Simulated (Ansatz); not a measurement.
Reaction (substitution at a C–Si bond): `C[SiH2]B(F)F` + `C[NH][ZnH]` → `C[N](C)[ZnH]` + `FB(F)[SiH3]`

Calculated with Ansatz (gas phase, PBE0-D4/def2-TZVP geometries, no zero-point term in ΔE). CCSD(T)/CBS adds triple-zeta CCSD(T) − MP2 to the extrapolated MP2 energy (def2 sets, frozen cores). Functionals use def2-TZVPP. B3LYP here is the variant with VWN-RPA as its local correlation; programs differ in this. For Zn outer-core shells are correlated without core-valence functions, which leaves a few kJ/mol of doubt a bond. Scalar relativity is left out up to krypton. Each species was taken in one conformer, which may not be the lowest.

`C[SiH2]B(F)F`:

Z-matrix (Å, degrees):
```
C
Si 1 1.871
H 1 1.092 2 110.9
H 1 1.092 2 110.7 3 -120.2
H 1 1.092 2 110.7 3 120.2
B 2 2.036 1 112.0 3 179.9
H 2 1.490 1 111.0 3 -59.7
H 2 1.490 1 111.0 3 59.6
F 6 1.321 2 121.9 1 179.9
F 6 1.322 2 122.3 1 -0.1
```

`C[NH][ZnH]`:

Cartesian coordinates in Å:
```
C 0.003 0.823 -0.709
N 0.519 -0.217 0.150
Zn -0.404 -1.364 1.202
H 0.264 0.671 -1.765
H -1.088 0.857 -0.660
H 0.359 1.824 -0.425
H 1.525 -0.265 0.120
H -1.177 -2.329 2.087
```

`C[N](C)[ZnH]`:

Cartesian coordinates in Å:
```
C -0.188 1.208 0.494
N -0.001 -0.178 0.162
C 0.187 -0.377 -1.249
Zn 0.000 -1.520 1.383
H -0.329 1.347 1.569
H 0.678 1.823 0.197
H -1.070 1.637 -0.010
H 1.070 0.164 -1.628
H 0.328 -1.435 -1.489
H -0.677 -0.023 -1.834
H 0.001 -2.645 2.406
```

`FB(F)[SiH3]`:

Cartesian coordinates in Å:
```
F 1.448 0.581 -1.546
B 1.118 0.138 -0.348
F 2.117 -0.126 0.472
Si -0.816 -0.108 0.234
H -1.737 -0.023 -0.927
H -1.155 0.963 1.209
H -0.974 -1.425 0.905
```

| level | ΔE (kcal/mol) |
| --- | --- |
| r2SCAN-D4 | 16.7 |
| B3LYP-D4 | 15.8 |
| ωB97X-V | 16.2 |
| B2PLYP | 16.4 |
| r2SCAN | 16.8 |
| SCS-MP2/def2-TZVPP | 16.0 |
| HF/CBS(def2) | 16.4 |
| MP2/CBS(def2) | 17.6 |

(1) What does CCSD(T)/CBS give? (Estimate.)

Largest T1 diagnostic among the species: 0.015.

Answers

(1) The calculation gave: +16.9 kcal/mol. The listed levels differ from it by -0.2, -1.1, -0.7, -0.5, -0.1, -0.9, -0.5, 0.7 kcal/mol.
